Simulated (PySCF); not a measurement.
B3LYP on N²⁺ (nitrogen, charge +2)

Configuration: [He] 2s1 2p2, high-spin 4P determinant (an excited configuration). All numbers are calculated (PySCF 2.14, scalar relativity by spin-free X2C-1e, in x2c-QZVPPall).

```json
{"Total energy": "-52.7386 hartree", "One-electron energy": "-65.3443 hartree", "Hartree (Coulomb) energy": "18.6252 hartree", "Exchange-correlation energy": "-6.0195 hartree", "⟨S²⟩": "3.7500", "⟨L²⟩": "2.001", "Sum of ⟨r⟩": "3.856 bohr", "Sum of ⟨r²⟩": "4.818 bohr²", "Traceless quadrupole moment −½Σ⟨3z² − r²⟩ along its main axis": "0.632 e·bohr²", "Langevin diamagnetic susceptibility": "-3.82 ×10⁻⁶ cm³/mol"}
```

| shell | electrons | mean orbital energy (hartree) | rms radius, mean of both spins (bohr) |
| --- | --- | --- | --- |
| 1s α | 1 | -15.88072 | 0.266 |
| 1s β | 1 | -15.78148 | 0.266 |
| 2s α | 1 | -1.95241 | 1.26 |
| 2p α | 2 | -1.51886 | 1.24 |
